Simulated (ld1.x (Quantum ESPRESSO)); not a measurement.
**u(r) = r·R(r): atom against pseudo-atom (fluorine)**

Columns: radius, all-electron u(r) and pseudo u(r) of the 2s shell (level -30.13 eV) of fluorine in the configuration [He] 2s1 2p6; LDA (PZ), scalar-relativistic, PAW scheme, ld1.x (Quantum ESPRESSO) 7.5.

```
r (bohr)  all-electron   pseudo
   0.072        0.4395  -0.0704
   0.145        0.3667  -0.1554
   0.217        0.1111  -0.2618
   0.290       -0.1840  -0.3936
   0.362       -0.4470  -0.5397
   0.435       -0.6616  -0.6897
   0.507       -0.8181  -0.8222
   0.580       -0.9255  -0.9255
   0.652       -0.9884  -0.9884
   0.725       -1.0175  -1.0175
   0.798       -1.0196  -1.0196
   0.870       -1.0019  -1.0019
   0.942       -0.9703  -0.9703
   1.015       -0.9284  -0.9284
   1.088       -0.8801  -0.8801
   1.160       -0.8289  -0.8289
   1.232       -0.7762  -0.7762
   1.305       -0.7226  -0.7226
   1.378       -0.6699  -0.6699
   1.450       -0.6196  -0.6196
   1.522       -0.5714  -0.5714
   1.595       -0.5250  -0.5250
   1.668       -0.4814  -0.4814
   1.740       -0.4411  -0.4411
   1.812       -0.4035  -0.4035
   1.885       -0.3682  -0.3682
```

Task: How many radial nodes do the two functions have?

Result: The all-electron 2s function has n − l − 1 = 1; the pseudo-wave has 0, since the states of the same l below it are removed with the core.

Task: At about which radius was the pseudo-wave matched?

Result: 0.60 bohr, where the columns begin to agree (steps of 0.07 bohr).

Task: Where does each function peak?

Result: Outermost all-electron maximum near 0.80 bohr, pseudo maximum near 0.80 bohr (to the table’s step).

Task: Is the pseudo-wave norm-conserving?

Result: No, it belongs to a PAW set: the norm inside the radius is not constrained, and the difference is carried by the augmentation charge.
